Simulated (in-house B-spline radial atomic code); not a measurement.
RPA and G0W0 for neutral copper, [Ar] 3d10 4s1, highest spin, as one setting changes: the highest l of the empty states. Start: r2SCAN. A dash marks a level of low quasi-particle weight. Computed with a B-spline radial code for spherical atoms: all electrons, scalar-relativistic (spin-free one-electron X2C), finite nucleus, each spin shell either full or empty, empty states to the listed l with an (l + 1/2)⁻⁴ tail; G0W0 by contour deformation at full frequency.

RPA overbinds a lone outer s electron by self-correlation, and G0W0 tends to as well.

| highest l of the empty states | RPA summed (Eh) | RPA extrapolated (Eh) | G0W0 level (eV) |
| --- | --- | --- | --- |
| 4 | -2.0099 | -2.2467 | - |
| 5 | -2.1115 | -2.253 | - |
| 6 | -2.1602 | -2.2438 | - |
| 7 | ? | ? | ? |
| 8 | ? | ? | ? |
| 9 | -2.208 | -2.2304 | - |
| 10 | -2.2132 | -2.229 | - |
| 11 | -2.2166 | -2.2281 | - |

Problem. What belongs in the row for 7?

Solution. RPA summed (Eh): -2.1857; RPA extrapolated (Eh): -2.2378; G0W0 level (eV): -.

Problem. What belongs in the row for 8?

Solution. RPA summed (Eh): -2.1997; RPA extrapolated (Eh): -2.2329; G0W0 level (eV): -.
